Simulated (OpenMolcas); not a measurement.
## S⁺: effect of the basis set

- Program: OpenMolcas
- Method: CASSCF
- Active space: 3 electrons in 3 orbitals (3p)
- State averaging: 2S+1 = 4 odd, 1 root; 2S+1 = 2 odd, 8 roots
- Spin-orbit coupling: state interaction with AMFI integrals over the reference wave functions, term energies averaged over their components

A. ANO-R1 [4s3p1d], X2C, finite nucleus; cost roughly 1.5 core-seconds
B. ANO-RCC-VTZP [5s4p2d1f], DKH2, point nucleus; cost of the order of 4 core-seconds
C. ANO-L-VTZP [5s4p2d1f], non-relativistic, point nucleus; cost roughly 2.4 core-seconds
D. ANO-R2 [5s4p3d1f], X2C, finite nucleus; cost roughly 1.9 core-seconds
E. ANO-RCC-VQZP [6s5p3d2f1g], DKH2, point nucleus; cost roughly 2.9 core-seconds
F. ANO-R3 [6s5p4d3f1g], X2C, finite nucleus; cost roughly 3 core-seconds

Energies in cm-1 above 3s2 3p3 4S* 3/2, the measured ground level; measured values from NIST Handbook of Basic Atomic Spectroscopic Data.

| Level | A | B | C | D | E | F | Measured |
| --- | --- | --- | --- | --- | --- | --- | --- |
| 3s2 3p3 4S* 3/2 | 0.0 | 0.0 | 0.0 | 0.0 | 0.0 | 0.0 | 0.0 |
| 3s2 3p3 2D* 3/2 | 19111 | 19220 | 19214 | 19199 | 19229 | 19239 | 14853 |
| 3s2 3p3 2D* 5/2 | 19130 | 19238 | 19232 | 19218 | 19247 | 19257 | 14885 |
| 3s2 3p3 2P* 1/2 | 31769 | 31911 | 31904 | 31868 | 31900 | 31918 | 24525 |
| 3s2 3p3 2P* 3/2 | 31794 | 31935 | 31928 | 31892 | 31924 | 31942 | 24572 |

Deviations, from unrounded energies. A percentage is the sum of absolute deviations over the sum of measured energies, with the sign that they share, or ± where signs differ.

```csv
Against measurement,Levels,A,B,C,D,E,F
mean absolute deviation (cm-1),4,5700,5900,5900,5800,5900,5900
other terms of the ground configuration (%),4,+29.1,+29.8,+29.7,+29.6,+29.8,+29.8
```

A, B, C, D, E, F lie about equally close to measurement. The largest miss of A in the table is 3s2 3p3 2P* 1/2, by +7200 cm-1. The ranking rests on the paired levels alone, and a cruder setting can come out closer through cancelling errors.

Among A to F the level of the table that moves most is 3s2 3p3 2P* 1/2, by 150 cm-1 (lowest in A, highest in F).

Without dynamic correlation excited terms often stand tens of per cent too high (terms of higher spin than the ground term too low), and those without a measured partner can miss by more than the paired ones. With the s shell closed, the reference lacks s² → p² mixing. Measured partners are found by configuration, term and J. A level has none where our copy of the source lacks it or the pairing is in doubt (some pairs that miss far off the trend of their configuration count as doubtful), and it then counts in no deviation. Only configurations of the active space appear.

* marks odd parity.
